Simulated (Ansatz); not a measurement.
All values below come from frozen-core CCSD(T)/cc-pVDZ // B3LYP-D3(BJ)/def2-SVP in Ansatz (an electronic-structure program). The restricted HF reference is unstable towards unrestricted orbitals.

Ansatz 0.2 input:
```yaml
crystal:
  periodic: [false, false, false]
  atoms:
    - { symbol: B, position_ang: [3.438102, 0.686653, -0.311941] }
    - { symbol: C, position_ang: [1.984299, 0.228483, -0.071592] }
    - { symbol: C, position_ang: [0.919285, 0.965991, -0.58961] }
    - { symbol: C, position_ang: [-0.434549, 0.590534, -0.398992] }
    - { symbol: N, position_ang: [-1.413413, 1.368281, -0.93983] }
    - { symbol: C, position_ang: [-2.663085, 1.011359, -0.756921] }
    - { symbol: C, position_ang: [-3.054757, -0.143872, -0.02454] }
    - { symbol: C, position_ang: [-2.083443, -0.944611, 0.530962] }
    - { symbol: C, position_ang: [-0.717677, -0.594887, 0.357125] }
    - { symbol: C, position_ang: [0.355386, -1.355872, 0.891046] }
    - { symbol: C, position_ang: [1.647139, -0.943643, 0.673974] }
    - { symbol: F, position_ang: [2.641965, -1.676795, 1.186461] }
    - { symbol: H, position_ang: [3.62168, 1.689997, -0.955137] }
    - { symbol: H, position_ang: [4.378639, 0.075224, 0.121217] }
    - { symbol: H, position_ang: [1.107932, 1.872007, -1.16849] }
    - { symbol: H, position_ang: [-3.433329, 1.653184, -1.201832] }
    - { symbol: H, position_ang: [-4.115063, -0.380159, 0.087634] }
    - { symbol: H, position_ang: [-2.343291, -1.840427, 1.100667] }
    - { symbol: H, position_ang: [0.164179, -2.26145, 1.469799] }
basis:
  gaussian: { orbitals: cc-pVDZ }
correlation:
  method: ccsd_t
```

Output:

```
Functional definition: HF
1888 factors; integrals over basis functions are off by at most 1.1e-3 eV
mean field evaluation 1: about -14239.0796 eV, gradient 4.0e1 eV
mean field evaluation 2: about -14239.6627 eV, gradient 4.1e1 eV
mean field evaluation 4: about -14244.8021 eV, gradient 6.7e0 eV
mean field evaluation 8: about -14244.9327 eV, gradient 4.2e-1 eV
mean field evaluation 16: about -14244.9344 eV, gradient 1.6e-6 eV
mean field -14244.93437402 eV, -523.4916826818 hartree, gradient 1.6e-6 eV, S^2 0.000000; 0 other end points of the search recorded, 0 dependent functions left out; unrestricted orbitals would lower it
12 core orbitals not correlated
reference -14244.93437402 eV, -523.4916826818 hartree; 29, 29 occupied and 162, 162 virtual orbitals, 1888 factors
second order -42.92140680 eV of doubles, -0.00000000 eV of singles
cycle   1  -42.75756083 eV  change    1.6e-1 eV  update   1.7e-1
cycle   2  -44.01161606 eV  change    -1.3e0 eV  update   5.5e-2
cycle   3  -44.31155839 eV  change   -3.0e-1 eV  update   2.4e-2
cycle   4  -44.31153495 eV  change    2.3e-5 eV  update   7.4e-3
cycle   5  -44.31112746 eV  change    4.1e-4 eV  update   3.7e-3
cycle   6  -44.31314536 eV  change   -2.0e-3 eV  update   1.2e-3
cycle   7  -44.31300273 eV  change    1.4e-4 eV  update   5.0e-4
cycle   8  -44.31282107 eV  change    1.8e-4 eV  update   2.4e-4
cycle   9  -44.31285376 eV  change   -3.3e-5 eV  update   1.1e-4
cycle  10  -44.31291433 eV  change   -6.1e-5 eV  update   5.7e-5
perturbative correction -1.96462324 eV, -0.0721985724 hartree
Total energy: -14291.21191159 eV, -525.1923508196 hartree
```

Cost: about 13 core-minutes (a rough figure).
